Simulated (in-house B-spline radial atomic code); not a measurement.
The numbers below are computed, except where a source is named.
Ghost states of the separable form: Fe

Fe, [Ar] 3d6 4s2, non-relativistic LDA (VWN5), spherical and spin-unpolarised, from an all-electron radial atomic-structure program (B-spline basis) (atomic units; all potentials screened as in the neutral atom).

Troullier-Martins channels: 4s (ε = -0.1980, r_c = 2.086 bohr), 3d (ε = -0.2950, r_c = 1.888 bohr). In the Kleinman-Bylander form one channel serves as the local potential, and each other channel l becomes |δV u><u δV|/<u|δV|u>, with δV = V_l − V_local and u the pseudo-orbital. Its strength is E_KB = <u|δV²|u>/<u|δV|u>. By the analysis of Gonze, Stumpf and Scheffler a spurious state lies below the reference level ε if E_KB > 0 and ε is above the second level of the local potential alone, or if E_KB < 0 and ε is above its first. The table's levels are those of angular momentum l in a sphere of 9 bohr, whose wall can lift a shallow ε a little above its free-atom value.

```json
{"local": "s", "channel": "d", "<u δV u>": "-5.6919", "<u δV² u>": "56.495", "ε": "-0.2950", "first local level": "0.0959", "second local level": "0.3352"}
{"local": "d", "channel": "s", "<u δV u>": "0.18217", "<u δV² u>": "1.1541", "ε": "-0.1975", "first local level": "-8.5901", "second local level": "-0.8284"}
```

Question: Apply the rule to each row.

Answer: Local s, channel d: E_KB = -9.93, so ε = -0.2950 is set against 0.0959: no ghost. Local d, channel s: E_KB = +6.34, so ε = -0.1975 is set against -0.8284: a ghost.

Diagonalising the separable Hamiltonian gives:

```tsv
local	channel	three lowest levels	all-electron, two lowest valence levels
s	d	-0.2950, 0.1109, 0.3806	-0.2950, 0.1087
d	s	-4.7618, -0.1975, 0.0896	-0.1975, 0.0900
```

Question: Which choices of local channel are safe?

Answer: Free of ghosts: s. With d local the s channel has a ghost 4.56 hartree below ε, since the local potential binds more than one state below ε, and a repulsive term of rank one raises each level at most to the next, so it clears only one of them. Among the safe choices the second level, which tests transfer, is off by at most 2.1 millihartree (s local).
